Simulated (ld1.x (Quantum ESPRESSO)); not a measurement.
## W (Z = 74): excitation energies, all-electron against TM

ld1.x (Quantum ESPRESSO) 7.5 input, shortened:

```
&input
   title='W', zed=74., rel=2, dft='PBE', iswitch=3,
   config='[Xe] 4f14 5d4 5f-2 6s1 6p0', rel_dist='average'
 /
 &inputp
   pseudotype=2, tm=.true., lloc=-1, rcloc=1.65,
   nlcc=.false.
 /
4
6S  1  0   1.00   0.00  2.35  2.35  0.0
6P  2  1   0.00   0.00  2.55  2.55  0.0
5D  3  2   4.00   0.00  2.65  2.65  0.0
5F  4  3  -2.00   0.40  2.20  2.20  0.0
 &test
   configts(1)='5d4 6s1 6p0'
 /
```

Open shells are filled in proportion to 2j + 1 (rel_dist='average').

Energies are relative to the spin-unpolarised reference configuration 5d4 6s1 6p0; without spin polarisation the order of configurations can differ from experiment.

```
valence configuration  charge  ΔE all-electron (eV)  error AE − PS (meV)
          5d4 6s2 6p0       0                -8.888                  +17
          5d4 6s0 6p0      +2                15.682                  +53
          5d3 6s0 6p0      +3                41.053                 +118
          5d3 6s2 6p0      +1                -0.055                 +0.7
          5d5 6s0 6p0      +1                 0.807                 -7.3
          5d5 6s1 6p0       0                -7.355                 -2.8
```

What are ΔE and the potential's error for 5d2 6s0 6p0?

ΔE = 78.239 eV all-electron; the error (AE − PS) is +237 meV.

These tests converged, but a pseudo level misses the all-electron one widely, so the file describes the atom poorly there or has found another state: 5d2 6s0 6p0: empty 6p by 7.7 eV (a node warning on the way).

Note: ghost states, extra bound levels that the all-electron valence spectrum of the same l lacks: s at -102.5 eV, p3/2 at -30.4 eV, p1/2 at -28.6 eV. A true bound ghost makes a file unfit for plane-wave use.
